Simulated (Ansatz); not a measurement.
Start from `C[O][SnH]([CH3])[SH]` and change one atom or group to get `C[O][Sn]([CH3])([SH])[Cl]`.

Ansatz, PBE0-D4/def2-TZVP geometries, multiplicity 1. Each molecule was computed in one conformer, which needn't be the lowest.

Elements past krypton have def2 core potentials.

```
                                          property  `C[O][SnH]([CH3])[SH]`
size of the dipole moment (ωB97M-V/def2-TZVPP) / D                    1.52
                 LUMO energy (PBE/def2-TZVPP) / eV                   -1.25
  size of the dipole moment (B3LYP/def2-TZVPP) / D                    1.51
             LUMO energy (ωB97M-V/def2-TZVPP) / eV                    1.53
               HOMO energy (B3LYP/def2-TZVPP) / eV                   -7.13
             HOMO–LUMO gap (B3LYP/def2-TZVPP) / eV                    6.51
```

**Question.** Give the same properties after the change, and the shifts. (Best estimate.)

**Answer.** Computed: 
```csv
property,`C[O][Sn]([CH3])([SH])[Cl]`,shift
size of the dipole moment (ωB97M-V/def2-TZVPP) / D,2.58,1.06
LUMO energy (PBE/def2-TZVPP) / eV,-2.15,-0.90
size of the dipole moment (B3LYP/def2-TZVPP) / D,2.59,1.08
LUMO energy (ωB97M-V/def2-TZVPP) / eV,0.71,-0.82
HOMO energy (B3LYP/def2-TZVPP) / eV,-7.47,-0.34
HOMO–LUMO gap (B3LYP/def2-TZVPP) / eV,5.95,-0.56
```

With PBE0 the HOMO falls by 0.34 eV and the LUMO falls by 0.91 eV, so the gap narrows by about 0.57 eV. PBE moves the HOMO by -0.42 eV and ωB97M-V by -0.34 eV. Dipoles are sizes alone; their direction can turn.

B3LYP here is the variant with VWN-RPA as its local correlation; programs differ in this.
